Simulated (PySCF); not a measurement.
Al(Br)(OMe)(NH2) (CH₅AlBrNO), SMILES [NH2][Al]([O]C)[Br]. Coordinates come from a PBE-D3(BJ)/def2-SVP optimisation. The structure was generated by enumeration; whether it is a known compound was not checked. Other conformers were not sampled.

Give the equilibrium geometry at PBE-D3(BJ)/def2-SVP (PySCF confirms it by a frequency run) as bond lengths and angles, and its point group. (An estimate is asked for; the answer gives what the named calculation found.)

This is not unique; one that fits is point group Cs.
Atoms: Al1 Br2 O3 C4 H5 H6 H7 N8 H9 H10. Bond lengths (Å): Al1–Br2 2.270, Al1–O3 1.705, Al1–N8 1.768, O3–C4 1.403, C4–H5 1.114, C4–H6 1.115, C4–H7 1.114, N8–H9 1.021, N8–H10 1.021. Angles (°): Br2–Al1–O3 120.6, Br2–Al1–N8 120.1, O3–Al1–N8 119.3, Al1–O3–C4 135.9, O3–C4–H5 110.6, O3–C4–H6 113.1, O3–C4–H7 110.6, H5–C4–H6 107.6, H5–C4–H7 107.3, H6–C4–H7 107.6, Al1–N8–H9 124.6, Al1–N8–H10 124.5, H9–N8–H10 110.9.
Charge 0, spin multiplicity 1.
